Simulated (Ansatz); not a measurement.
Basis sets compared for Cu(NH3)(OH) (CuNOH4). Total charge 0; singlet. Geometry r2SCAN-D4/def2-TZVP. Ansatz on 4 threads of AMD EPYC 9B14 on a shared host; times are rough, and most runs start from earlier orbitals.

```xyz
7

Cu   -0.145    0.532   -0.419
N     0.334   -0.777    0.884
H     0.816   -0.346    1.670
H     0.955   -1.484    0.497
H    -0.483   -1.257    1.255
O    -0.542    1.844   -1.541
H    -0.935    1.488   -2.345
```

Binding counts from free atoms (Cu doublet, N quartet, H doublet, O triplet) in the same basis, without a counterpoise term.

| level | functions | energy (Eh) | HOMO (eV) | LUMO (eV) | binding per atom (eV) | wall time |
| --- | --- | --- | --- | --- | --- | --- |
| PBE-D4/def2-SVP | 79 | -1772.1975 | -3.30 | -0.96 | 3.29 | 0.5 s |
| PBE-D4/def2-TZVP | 131 | -1772.6234 | -4.03 | -1.33 | 3.26 | 0.65 s |
| r2SCAN-D4/def2-TZVP (with forces) | 131 | -1772.9287 | -4.22 | -0.73 | 3.19 | 1.2 s |
| PBE0-D4/def2-SVP | 79 | -1772.2032 | -4.98 | -0.19 | 3.15 | 0.55 s |
| PBE0-D4/def2-TZVP | 131 | -1772.6153 | -5.63 | -0.53 | 3.13 | 0.8 s |

Estimate the rows for PBE-D4/def2-TZVPD, r2SCAN-D4/def2-TZVPD, PBE0-D4/def2-TZVPD.


```
               level  functions  energy (Eh)  HOMO (eV)  LUMO (eV)  binding per atom (eV)  wall time
   PBE-D4/def2-TZVPD        161   -1772.6302      -4.30      -1.64                   3.28     0.85 s
r2SCAN-D4/def2-TZVPD        161   -1772.9341      -4.44      -1.05                   3.21      1.4 s
  PBE0-D4/def2-TZVPD        161   -1772.6207      -5.84      -0.94                   3.15      1.1 s
```
